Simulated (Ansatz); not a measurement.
Molecule: sum formula AlH₂Cl, net charge 0, singlet state. 
Geometry from a B3LYP-D3(BJ)/def2-TZVP (Ansatz, an electronic-structure program) optimisation:
```xyz
4

Al    -1.0716     0.0611     0.0164
Cl     1.0308    -0.0588    -0.0157
H     -1.7170     1.4915     0.0236
H     -1.8753    -1.2866     0.0312
```
Charge 0, spin multiplicity 1.

Basis-set convergence of Hartree-Fock and CCSD correlation energies (hartree) with Ansatz. Cores are frozen in the correlated levels unless marked. Spin-orbit coupling is left out. Non-relativistic.

```
basis        functions       E(HF)  E(corr, CCSD)
-----------  ---------  ----------  -------------
cc-pV(D+d)Z         56  -702.64900       -0.23394
cc-pV(T+d)Z        106  -702.67554       -0.30278
cc-pV(Q+d)Z        188  -702.68202       -0.32620
cc-pV(5+d)Z        310  -702.68318       -0.33367
```

Extrapolating the two largest sets (X = 4 and 5) as X^-3: E(corr) = (125·(-0.33367) - 64·(-0.32620))/61 = -0.3415 Eh, an estimate of the basis-set limit. The largest set recovers 97.7 % of it, the smallest 68.5 %.
